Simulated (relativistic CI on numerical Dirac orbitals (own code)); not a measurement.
# Crystal-field levels of Cd⁴⁺, 4d8

Calculated by Dirac-Coulomb-Breit CI, separate exchange-only KLI orbitals for each configuration, QED by a radiative potential, valence Slater integrals scaled by 0.7, one configuration in a parametric crystal field (own radial code).

Field parameters in Wybourne normalisation: Oh B⁴₀ = 21Dq, B⁴₄ = √(5/14) B⁴₀. The field is a parameter set, without covalency.

S is read from ⟨S²⟩ = S(S + 1).

Site symmetry Oh; labels are those of the double group. Computed levels in cm⁻¹ above the lowest, in rising order:

```tsv
Δ (size of 10Dq)	Lowest	No. 2	No. 3	No. 4	No. 5	No. 6	No. 7	No. 8
7250	T2	5892 E	6863 T1	9278 T2	9794 A1	9967 A2	10938 E	12965 T1
13050	T2	10197 E	12575 T1	13742 E	14387 T2	15240 A2	17054 A1	20358 T1
18850	T2	11710 E	18311 T1	18484 E	19889 T2	20786 A2	21075 A1	27156 T1
24650	T2	12144 E	22474 A1	24040 E	24064 T1	25528 T2	26437 A2	33508 T1
30450	T2	12336 E	23129 A1	29743 E	29829 T1	31230 T2	32138 A2	39290 T2
36250	T2	12440 E	23529 A1	35492 E	35603 T1	36963 T2	37868 A2	45058 T2
42050	T2	12505 E	23807 A1	41261 E	41382 T1	42715 T2	43616 A2	50832 T2
```

Ground-state S against |10Dq| in cm⁻¹: 7250: 0.99, 13050: 1.00, 18850: 1.00, 24650: 1.00, 30450: 1.00, 36250: 1.00, 42050: 1.00.

No abrupt spin change occurs in this range.
